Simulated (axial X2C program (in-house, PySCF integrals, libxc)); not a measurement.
## CsN⁺: from Re and ωe to a spectrum

A bond curve at the CCSD(T) level, with spin–orbit coupling, was computed with an axial X2C code built on PySCF integrals (basis Cs dyall-cv3z [15s15p9d4f1g], N dyall-av3z [7s7p3d2f] (cores contracted in-house)) for the state Ω = 3/2 (⟨Sz⟩ = 1.50, ⟨Lz⟩ = 0.00 at HF). Its fit gives Re = 3.5200 Å, ωe = 68.9 cm⁻¹, ωexe = 3.23 cm⁻¹ and αe = 4.475e-03 cm⁻¹; the masses are 132.9054 and 14.0031 u. Two-component means X2C with spin–orbit coupling and atomic mean-field Coulomb and Gaunt terms.

Correlated methods: 13 electrons correlated (number of frozen shells: Cs 4 s, 3 p, 2 d; N 1 s), 297 virtual spin orbitals or spinors in MP2, 90 natural virtuals in coupled cluster.

Q: Find the reduced mass, Be and the force constant.

A: From the CCSD(T) values: μ = 12.6683 u. Be = 16.8576/(μ Re²) = 0.1074 cm⁻¹. k = 5.8918×10⁻⁷ μ ωe² = 0.0354 mdyn/Å.

Q: A Morse curve ties αe to the other constants (Pekeris). How well does that hold?

A: αe(Morse) = 6Be²/ωe × (√(ωexe/Be) − 1) = 4.504e-03 cm⁻¹; the CCSD(T) curve gives 4.475e-03 cm⁻¹, a ratio of 1.01.

Q: Estimate the centrifugal constant by the Kratzer relation.

A: D = 4Be³/ωe² = 1.04e-06 cm⁻¹.

Q: Where do the fundamental and the first overtone lie?

A: ν(1←0) = ωe − 2ωexe = 62.4 cm⁻¹; ν(2←0) = 2ωe − 6ωexe = 118.4 cm⁻¹.

Occupations by symmetry block were frozen at the best pattern of an incomplete PBE0 search. Coupled cluster ran in a truncated set of natural virtual spinors; the MP2 energy of the rest was added. (T) has no such correction and the atoms are truncated less, which lowers De at CCSD(T) by a hundredth of an eV or more. With several unpaired electrons one determinant need not be a pure state. This is the top spin component of a Σ state; components of lower Ω are not single determinants and can lie lower. The bond is weak, and without diffuse functions and with truncated virtuals even CCSD(T) can be tens of per cent off in De.
